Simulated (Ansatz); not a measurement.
Reaction (cleavage of the P–Si bond): `C[SiH](O)P` + `O[SiH2]F` → `F[SiH2]OP` + `C[SiH2]O`

Isolated molecules relaxed with PBE0-D4/def2-TZVP in Ansatz; ΔE leaves out vibrations. CCSD(T)/CBS is the MP2 limit (def2-TZVPP, def2-QZVPP) plus CCSD(T) − MP2 in def2-TZVPP, frozen cores. This one scheme is used for every species. Functionals use def2-TZVPP. One conformer a species, not always the lowest.

Task: Is it downhill or uphill in electronic energy at CCSD(T)/CBS, and by how much? (Estimate.)

Result: Computed: Uphill: ΔE = +0.41 eV.

Task: What do these levels give: ωB97X-V, ωB97M-V, PBE0, MP2/def2-TZVPP, CCSD(T)/def2-TZVPP, CCSD/CBS(def2)? (An estimate is asked.)

Result: Ansatz gave: ωB97X-V 0.37, ωB97M-V 0.37, PBE0 0.50, MP2/def2-TZVPP 0.43, CCSD(T)/def2-TZVPP 0.40, CCSD/CBS(def2) 0.37 eV.

Largest T1 diagnostic among the species: 0.013.

The D4 term adds +0.04 eV with B3LYP and +0.02 eV with PBE0; it sums over pairs of atoms, weighted by their polarisabilities, and B3LYP, whose exchange is more repulsive, gets the larger term. In def2-TZVPP, CCSD(T) changes the Hartree–Fock value by +0.28 eV (the triples alone add +0.04 eV) and MP2 by +0.31 eV.

B3LYP here is the variant with VWN-RPA as its local correlation; programs differ in this.
